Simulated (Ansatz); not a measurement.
Ansatz (a quantum-chemistry and plane-wave program) input for Sn(F)3(OH) (F3HOSn), SMILES [OH][Sn]([F])([F])[F], r2SCAN-D4/def2-SVP. 

Ansatz 0.2 input:
```yaml
crystal:
  periodic: [false, false, false]
  atoms:
    - {symbol: O, position_ang: [1.80488416, -0.51277498, -0.17408238]}
    - {symbol: Sn, position_ang: [0.00677112, -0.01570235, 0.00306200]}
    - {symbol: F, position_ang: [-0.15070577, 1.78672873, -0.58461971]}
    - {symbol: F, position_ang: [-1.14697634, -1.11369898, -0.99882669]}
    - {symbol: F, position_ang: [-0.60858537, -0.15146980, 1.77623480]}
    - {symbol: H, position_ang: [2.37877789, 0.19327758, -0.49553674]}
basis:
  gaussian:
    orbitals: def2-SVP
hamiltonian:
  xc: r2scan
  dispersion: d4
relax: {f_tol: 0.002, max_steps: 200}
```

It prints:

```
WARN ansatz: RAYON_NUM_THREADS=1 ignored (pool sized by the plan → 1); use --threads N
Functional definition: r2SCAN
integrals: 0.04 GiB planned
936 factors; their error is unknown
mean field: 0.22 GiB planned
mean field evaluation 1: about -16027.3035 eV, gradient 7.6e1 eV
mean field evaluation 2: about -15996.1023 eV, gradient 1.5e2 eV
mean field evaluation 4: about -16036.7101 eV, gradient 1.2e1 eV
mean field evaluation 8: about -16036.9681 eV, gradient 1.3e-2 eV
mean field evaluation 16: about -16036.9391 eV, gradient 5.5e-6 eV
mean field -16036.93909617 eV, -589.3466415566 hartree, gradient 5.5e-6 eV, S^2 0.000000; 0 other end points of the search recorded, 0 dependent functions left out
the calculation of the forces begins
reference -16036.93910850 eV, -589.3466420097 hartree; 29, 29 occupied and 58, 58 virtual orbitals, 936 factors
relax step   1: F+E_penalty+E_count = -16036.96476125 eV  Δ(F+E_penalty+E_count) = +0.000e0 eV  max|allowed force component| = 1.963e0 eV/Å  Δτ_max = 0.0000 Å  (27 SCF iters, accepted)
these checks for a lower state are left out or cut short: starts, cluster_reference, orbital_swaps, neighbouring_geometries, increment
integrals: 0.04 GiB planned
936 factors; their error is unknown
mean field: 0.22 GiB planned
mean field -16037.04911161 eV, -589.3506845493 hartree, gradient 8.4e-6 eV, S^2 0.000000; 0 other end points of the search recorded, 0 dependent functions left out
the calculation of the forces begins
reference -16037.04912388 eV, -589.3506850005 hartree; 29, 29 occupied and 58, 58 virtual orbitals, 936 factors
relax step   2: F+E_penalty+E_count = -16037.07454553 eV  Δ(F+E_penalty+E_count) = -1.098e-1 eV  max|allowed force component| = 3.141e-1 eV/Å  Δτ_max = 0.0567 Å  (29 SCF iters, accepted)
these checks for a lower state are left out or cut short: starts, cluster_reference, orbital_swaps, neighbouring_geometries, increment
integrals: 0.04 GiB planned
936 factors; their error is unknown
mean field: 0.22 GiB planned
mean field -16037.05548546 eV, -589.3509187839 hartree, gradient 5.5e-6 eV, S^2 0.000000; 0 other end points of the search recorded, 0 dependent functions left out
the calculation of the forces begins
reference -16037.05549772 eV, -589.3509192346 hartree; 29, 29 occupied and 58, 58 virtual orbitals, 936 factors
relax step   3: F+E_penalty+E_count = -16037.08088827 eV  Δ(F+E_penalty+E_count) = -6.343e-3 eV  max|allowed force component| = 8.696e-2 eV/Å  Δτ_max = 0.0204 Å  (30 SCF iters, accepted)
these checks for a lower state are left out or cut short: starts, cluster_reference, orbital_swaps, neighbouring_geometries, increment
integrals: 0.04 GiB planned
936 factors; their error is unknown
mean field: 0.22 GiB planned
mean field evaluation 32: about -16037.0846 eV, gradient 8.4e-1 eV
mean field -16037.05631280 eV, -589.3509491881 hartree, gradient 5.6e-6 eV, S^2 0.000000; 0 other end points of the search recorded, 0 dependent functions left out
the calculation of the forces begins
reference -16037.05632505 eV, -589.3509496383 hartree; 29, 29 occupied and 58, 58 virtual orbitals, 936 factors
relax step   4: F+E_penalty+E_count = -16037.08171336 eV  Δ(F+E_penalty+E_count) = -8.251e-4 eV  max|allowed force component| = 1.395e-2 eV/Å  Δτ_max = 0.0132 Å  (31 SCF iters, accepted)
these checks for a lower state are left out or cut short: starts, cluster_reference, orbital_swaps, neighbouring_geometries, increment
integrals: 0.04 GiB planned
936 factors; their error is unknown
mean field: 0.22 GiB planned
mean field -16037.05633731 eV, -589.3509500889 hartree, gradient 5.6e-6 eV, S^2 0.000000; 0 other end points of the search recorded, 0 dependent functions left out
the calculation of the forces begins
reference -16037.05634955 eV, -589.3509505388 hartree; 29, 29 occupied and 58, 58 virtual orbitals, 936 factors
relax step   5: F+E_penalty+E_count = -16037.08173857 eV  Δ(F+E_penalty+E_count) = -2.521e-5 eV  max|allowed force component| = 1.573e-2 eV/Å  Δτ_max = 0.0129 Å  (30 SCF iters, accepted)
these checks for a lower state are left out or cut short: starts, cluster_reference, orbital_swaps, neighbouring_geometries, increment
integrals: 0.04 GiB planned
936 factors; their error is unknown
mean field: 0.22 GiB planned
mean field -16037.05637184 eV, -589.3509513580 hartree, gradient 5.6e-6 eV, S^2 0.000000; 0 other end points of the search recorded, 0 dependent functions left out
the calculation of the forces begins
reference -16037.05638409 eV, -589.3509518079 hartree; 29, 29 occupied and 58, 58 virtual orbitals, 936 factors
relax step   6: F+E_penalty+E_count = -16037.08177378 eV  Δ(F+E_penalty+E_count) = -3.521e-5 eV  max|allowed force component| = 4.349e-3 eV/Å  Δτ_max = 0.0045 Å  (31 SCF iters, accepted)
these checks for a lower state are left out or cut short: starts, cluster_reference, orbital_swaps, neighbouring_geometries, increment
integrals: 0.04 GiB planned
936 factors; their error is unknown
mean field: 0.22 GiB planned
mean field -16037.05637574 eV, -589.3509515010 hartree, gradient 1.5e-5 eV, S^2 0.000000; 0 other end points of the search recorded, 0 dependent functions left out
the calculation of the forces begins
reference -16037.05638798 eV, -589.3509519510 hartree; 29, 29 occupied and 58, 58 virtual orbitals, 936 factors
relax step   7: F+E_penalty+E_count = -16037.08177752 eV  Δ(F+E_penalty+E_count) = -3.746e-6 eV  max|allowed force component| = 3.188e-4 eV/Å  Δτ_max = 0.0019 Å  (24 SCF iters, accepted)
integrals: 0.04 GiB planned
936 factors; their error is unknown
mean field: 0.22 GiB planned
mean field evaluation 64: about -16036.7680 eV, gradient 1.4e1 eV
mean field -16037.05637574 eV, -589.3509515010 hartree, gradient 1.5e-5 eV, S^2 0.000000; 1 other end points of the search recorded, 0 dependent functions left out
the calculation of the forces begins
reference -16037.05638798 eV, -589.3509519510 hartree; 29, 29 occupied and 58, 58 virtual orbitals, 936 factors
Total energy: -16037.08178977 eV, -589.3518854496 hartree
Atom 0 at     1.870389    -0.551781    -0.164012 Å, force     0.000085     0.000319     0.000122 eV/Å
Atom 1 at     0.002794    -0.005180     0.004291 Å, force    -0.000256     0.000024     0.000286 eV/Å
Atom 2 at    -0.205990     1.810354    -0.581330 Å, force     0.000009    -0.000017    -0.000082 eV/Å
Atom 3 at    -1.162839    -1.114486    -1.029729 Å, force     0.000086     0.000073    -0.000072 eV/Å
Atom 4 at    -0.622705    -0.135450     1.807222 Å, force     0.000169    -0.000092    -0.000175 eV/Å
Atom 5 at     2.402518     0.182905    -0.510210 Å, force    -0.000094    -0.000307    -0.000080 eV/Å
Dipole moment:     0.459542     0.148583    -0.136252 e Å
```

Self-consistency was reached.

Cost: about 22 core-seconds (a rough figure).
